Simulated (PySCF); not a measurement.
NbCl5, SMILES [Cl][Nb]([Cl])([Cl])([Cl])[Cl], multiplicity 1.

Coordinates come from a PBE-D3(BJ)/def2-SVP optimisation. The spin state was assumed, not searched. The isomer is the one that the SMILES or the coordinates give; other isomers of the formula were not compared. The def2 effective core potentials stand for the cores of Nb; spin–orbit coupling is left out.

All values below come from PBE-D3(BJ)/def2-SVP (PySCF 2.14.0).

Frequencies are harmonic and unscaled.

Modes within 1.5 cm⁻¹ of each other (mostly degenerate sets) share a row, with their intensities summed.

Computed vibrational spectrum:
| mode | ν (cm⁻¹) | IR (km/mol) | Raman (Å⁴/amu) | depolarisation | moving atoms (share of kinetic energy) |
|---|---|---|---|---|---|
| 1–2 | 56 | 2.6 | 4.9 | 0.75 | Cl 100 % |
| 3–4 | 143 | 6.9 | 2.8 | 0.75 | Cl 73 %, Nb 27 % |
| 5 | 173 | 4.4 | 0.0 | – | Cl 77 %, Nb 23 % |
| 6–7 | 176 | 0.0 | 11.7 | 0.75 | Cl 100 % |
| 8 | 317 | 0.0 | 11.5 | 0.68 | Cl 100 % |
| 9 | 376 | 0.0 | 35.7 | 0.00 | Cl 100 % |
| 10 | 396 | 160.0 | 0.0 | – | Cl 57 %, Nb 43 % |
| 11–12 | 422 | 187.0 | 4.3 | 0.75 | Cl 62 %, Nb 38 % |
